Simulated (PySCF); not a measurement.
# The potential of point charges around `N#CC([SiH3])([SiH3])[SiH2]OC=O`

Species: `N#CC([SiH3])([SiH3])[SiH2]OC=O`. Coordinates (GFN2-xTB, Å) and charges (e) from the PBE0/pcSseg-1 density (PySCF):

| atom | x | y | z | Mulliken | IAO | Hirshfeld | ESP-fitted |
| --- | --- | --- | --- | --- | --- | --- | --- |
| N1 | -0.307 | -1.478 | 2.127 | -0.2278 | -0.2754 | -0.2382 | -0.5476 |
| C2 | -0.436 | -0.921 | 1.132 | +0.1495 | +0.1167 | +0.0561 | +0.6286 |
| C3 | -0.588 | -0.219 | -0.091 | -1.1908 | -0.7983 | -0.2107 | -0.7222 |
| Si4 | -2.351 | -0.607 | -0.742 | +0.5366 | +0.6227 | +0.3289 | +0.3193 |
| Si5 | -0.374 | 1.664 | 0.329 | +0.6013 | +0.6356 | +0.3108 | +0.4377 |
| Si6 | 0.708 | -0.888 | -1.306 | +0.8844 | +0.9862 | +0.4084 | +0.6422 |
| O7 | 2.249 | -0.866 | -0.652 | -0.5466 | -0.5564 | -0.1762 | -0.4726 |
| C8 | 2.882 | 0.217 | -0.302 | +0.4694 | +0.4185 | +0.1952 | +0.6622 |
| O9 | 2.447 | 1.330 | -0.369 | -0.4181 | -0.4445 | -0.2145 | -0.5214 |
| H10 | -2.535 | 0.128 | -1.992 | -0.0546 | -0.1118 | -0.0677 | -0.0505 |
| H11 | -2.456 | -2.045 | -0.995 | -0.0423 | -0.1006 | -0.0652 | -0.0522 |
| H12 | -3.336 | -0.201 | 0.258 | -0.0286 | -0.0888 | -0.0577 | -0.0247 |
| H13 | -0.141 | 2.371 | -0.924 | -0.0473 | -0.1043 | -0.0681 | -0.0458 |
| H14 | -1.668 | 2.085 | 0.886 | -0.0697 | -0.1231 | -0.0784 | -0.1053 |
| H15 | 0.640 | 1.854 | 1.357 | -0.0332 | -0.0845 | -0.0642 | -0.0412 |
| H16 | 0.647 | -2.324 | -1.538 | -0.0588 | -0.1077 | -0.0632 | -0.0774 |
| H17 | 0.714 | -0.083 | -2.524 | -0.0432 | -0.1231 | -0.0645 | -0.0580 |
| H18 | 3.897 | -0.012 | 0.069 | +0.1197 | +0.1387 | +0.0693 | +0.0290 |

Points outside the species (Å): A (2.1, -0.1, 4.3); B (2.0, -5.6, 4.3); C (-3.8, 4.8, -0.5); D (-5.4, -0.3, -3.0); E (6.8, 0.8, 4.6).

**Question.** Find the potential V = 14.3996 V·Å × Σ q/r of each set of charges at these points.

**Answer.** In volts:

```
point  nearest atom  distance (Å)  Mulliken     IAO  Hirshfeld  ESP-fitted
    A            N1          3.52    -0.542  -0.511     -0.337      -0.383
    B            N1          5.20    -0.313  -0.268     -0.177      -0.253
    C           H14          3.72    +0.183  +0.141     +0.058      +0.091
    D           H10          3.07    +0.398  +0.395     +0.204      +0.256
    E           H18          5.44    -0.064  -0.069     -0.020      -0.018
```

**Question.** How far are the other sets from the ESP-fitted one at these points?

**Answer.** Root-mean-square difference: Hirshfeld 0.048 V, IAO 0.090 V, Mulliken 0.109 V. The ESP scheme fits charges at the nuclei, held to the total charge, to the electrostatic potential on points at 1.4 to 2.0 times the van der Waals radii.

**Question.** What energy would a point charge of +2 e have at A in the field of the ESP charges, leaving out polarisation?

**Answer.** -0.767 eV = -74.0 kJ/mol, an attraction.

Isolated species at its GFN2-xTB geometry (one conformer only).

The values belong to the conformer `[N:1]#[C:2][C:3]([SiH3:4])([SiH3:5])[SiH2:6][O:7][CH:8]=[O:9]`: C2–C3–Si6–O7 -52°, C3–Si6–O7–C8 -63°, Si6–O7–C8–O9 2°.
